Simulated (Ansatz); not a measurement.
System: sum formula HBO2F, net charge -1, singlet state. It need not be the lowest isomer of its formula. Whether it binds its extra electron was not tested at this geometry. 
Structure (B3LYP-D3(BJ)/def2-TZVP (Ansatz, a quantum-chemistry and plane-wave program) minimum search):
```
B
O 1 1.2825
F 1 1.4072 2 125.88
O 1 1.4388 2 126.72 3 -180.00
H 4 0.9614 1 103.95 2 0.00
```
Charge -1, spin multiplicity 1.

Basis-set convergence of Hartree-Fock and CCSD(T) correlation energies (hartree) with Ansatz. Correlated levels leave the core frozen unless marked. No spin-orbit coupling. Non-relativistic. This anion needs diffuse functions, which these sets lack.

```
basis    functions       E(HF)  E(corr, CCSD(T))  rough core time
-------  ---------  ----------  ----------------  ---------------
cc-pVDZ          -  -274.61062          -0.66804       under 20 s
cc-pVTZ        134  -274.71434          -0.86760       under 20 s
cc-pVQZ        250  (withheld)        (withheld)            100 s
```

Task: What belongs in the gaps?

Result: 
- cc-pVQZ, E(HF): -274.73984
- cc-pVQZ, E(corr, CCSD(T)): -0.93735
